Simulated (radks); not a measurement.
Valence configurations of Mn (all share [Ar]). Method: non-relativistic Kohn-Sham, PBEsol, spin-polarised, spherical densities, point nucleus; open shells are filled with parallel spins first; computed with a radial shooting solver on a logarithmic mesh with Libxc functionals. Energies are relative to 3d5 4s2; eigenvalues in eV for spin up.

valence,E (eV),moment (Bohr magnetons),e(3d),e(4p),e(4s)
3d5 4s2,0.000,5,-8.443,-,-5.449
3d5.5 4s1.5,0.400,5,-6.323,-,-5.004
3d6 4s1,1.087,5,-4.529,-,-4.581
3d5 4s1 4p1,2.112,7,-9.688,-2.483,-6.599
3d7,4.611,3,-2.734,-,-
3d4.5 4s1 4p1.5,6.282,7,-12.625,-3.115,-7.585
3d4 4s2 4p1,9.249,5,-14.758,-3.002,-7.609
3d4 4s1 4p2,11.657,7,-15.749,-3.726,-8.544
3d4 4p3,16.528,7,-16.949,-4.242,-
3d3 4s2 4p2,23.756,5,-21.641,-4.279,-9.583

NIST lists [Ar] 3d5 4s2 as the ground configuration; this level of theory agrees among the configurations tried. The energies are those of spherical high-spin densities, not of single terms.
